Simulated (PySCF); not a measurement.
## Structure from NMR data

The spectra below were simulated for a compound C3H3F3O.

¹H NMR (300 MHz, computed): δ 2.38 (q, J = 1.2 Hz, 3H).

¹³C{¹H} NMR (computed): δ 202.8 (q, J = 38.9 Hz), 129.4 (q, J = 358.3 Hz), 25.5.

- σ from GIAO-PBE/pcSseg-2
- J couplings at B3LYP/pcJ-1 (spin–dipole term only in couplings to heteroatoms)
- PBE0-D3(BJ)/def2-SVP geometry
- program: PySCF
- isolated molecule, non-relativistic, a single conformation, fast rotation and ring inversion assumed for equivalent nuclei

Chemical shifts δ = σref − σ; ¹H, ¹³C vs TMS, all at this level.

Question: What is the structure?

Answer: 
The formula gives 1 degree of unsaturation (no ring in the answer). 3 carbon signals for 3 carbons: no two carbons are equivalent. Carbon types of the structure: 2 × C, 1 × CH3, which accounts for all hydrogens. δC 202.8: ketone carbonyl carbon; low-lying n→π* states of the double bond to the heteroatom give a large paramagnetic term (-277 ppm). δC 129.4: CF3 carbon; 3 electronegative neighbours deshield it. δC 25.5: methyl carbon α to a carbonyl; α to the electron-withdrawing carbonyl group. δH 2.38: hydrogen on a methyl carbon α to a carbonyl; α to C=O.

The compound is SMILES CC(=O)C(F)(F)F.

This is the structure that produced the data.

Common functionals overestimate the size of one-bond C–F couplings by tens of Hz; these are unscaled. Splittings below 1 Hz are ignored in the labels, and close J values are merged. Shifts are as computed, not scaled to solution data. Of 1211 compounds with measured shifts, 218 miss one by over three times the rms of a fit or turn the order of signals round; such compounds aren't used in these exercises.
